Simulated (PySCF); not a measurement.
As⁺: ionisation energy

As⁺ [Ar] 3d10 4s2 4p2 (3P) → As²⁺ [Ar] 3d10 4s2 4p1 (2P), as a difference of total energies. All numbers are calculated (PySCF 2.14, the spin-free X2C one-electron Hamiltonian (Gaussian nucleus), in x2c-QZVPPall with one added diffuse shell each of s, p, d, f type (12s9p6d5f1g, 113 functions)). Correlated levels: valence: [Ar] 3d10 frozen; valence and next inner shell: [Ne] frozen. The calculations carry no spin-orbit coupling.

```
                                method  ionisation energy (eV)  plus first-order spin-orbit estimate  error of that sum (eV)
                                   UHF                  17.979                                17.945                  -0.644
                                   LDA                  18.661                                18.628                  +0.039
                                   PBE                  18.502                                18.468                  -0.121
                                  PBE0                  18.556                                18.523                  -0.066
                                r2SCAN                  18.724                                18.691                  +0.102
                               r2SCANh                  18.722                                18.688                  +0.099
                             CAM-B3LYP                  18.553                                18.519                  -0.070
                                  PW91                  18.576                                18.542                  -0.047
                         MP2 (valence)                  18.386                                18.352                  -0.237
                     SCS-MP2 (valence)                  18.311                                18.277                  -0.312
    MP2 (valence and next inner shell)                  18.541                                18.507                  -0.082
SCS-MP2 (valence and next inner shell)                  18.418                                18.385                  -0.204
```

Reference: 18.589 eV (measured; NIST Atomic Spectra Database, ionization energies).

A first-order spin-orbit estimate (lowest level to lowest level, LS coupling) adds -0.034 eV.

Errors of the correlated levels include the incompleteness of this basis and the frozen core.
